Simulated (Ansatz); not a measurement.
Ansatz (an electronic-structure program) input for C4H8Si2, SMILES [SiH3]C1=CC=C[SiH2]1, ωB97X-V/def2-SVPD. Geometry optimised at r2SCAN-D4/def2-SVP. The structure was generated by enumeration, and PubChem lists no compound with its InChIKey, so it may never have been made.

Ansatz 0.2 input:
```yaml
crystal:
  periodic: [false, false, false]
  atoms:
    - {symbol: Si, position_ang: [0.02231300, -2.32740372, -0.00000000]}
    - {symbol: C, position_ang: [0.13569812, -0.47276338, -0.00000000]}
    - {symbol: C, position_ang: [1.31244342, 0.21999817, 0.00000000]}
    - {symbol: C, position_ang: [1.25763400, 1.69772167, -0.00000000]}
    - {symbol: C, position_ang: [0.02580647, 2.26512111, -0.00000000]}
    - {symbol: Si, position_ang: [-1.20483876, 0.85102757, -0.00000000]}
    - {symbol: H, position_ang: [-0.71893204, -2.81937321, 1.20334679]}
    - {symbol: H, position_ang: [-0.71893205, -2.81937321, -1.20334679]}
    - {symbol: H, position_ang: [1.39492132, -2.92149601, 0.00000000]}
    - {symbol: H, position_ang: [2.29541508, -0.27287934, 0.00000000]}
    - {symbol: H, position_ang: [2.19200119, 2.27355475, 0.00000000]}
    - {symbol: H, position_ang: [-0.11739655, 3.34879591, -0.00000000]}
    - {symbol: H, position_ang: [-2.08060422, 0.80978582, -1.21128395]}
    - {symbol: H, position_ang: [-2.08060423, 0.80978582, 1.21128396]}
basis:
  gaussian:
    orbitals: def2-SVPD
hamiltonian:
  xc: {name: wB97X-V}
```

It prints:

```
WARN ansatz: RAYON_NUM_THREADS=2 ignored (pool sized by the plan → 2); use --threads N
Functional definition: wB97X-V
integrals: 0.20 GiB planned
1662 factors; their error is unknown
integrals: 0.23 GiB planned
702 factors; integrals over basis functions are off by at most 5.4e-6 eV
mean field: 1.94 GiB planned
mean field evaluation 1: about -20017.8385 eV, gradient 3.4e1 eV
mean field evaluation 2: about -20019.3992 eV, gradient 2.5e1 eV
mean field evaluation 4: about -20021.0284 eV, gradient 1.0e0 eV
mean field evaluation 8: about -20021.0761 eV, gradient 3.1e-1 eV
mean field evaluation 16: about -20021.0764 eV, gradient 6.1e-5 eV
mean field -20021.07636914 eV, -735.7609857930 hartree, gradient 2.3e-5 eV, S^2 0.000000; 0 other end points of the search recorded, 0 dependent functions left out
reference -20021.07636651 eV, -735.7609856964 hartree; 30, 30 occupied and 162, 162 virtual orbitals, 1662 factors
Total energy: -20021.07636651 eV, -735.7609856964 hartree
```

The run converged.
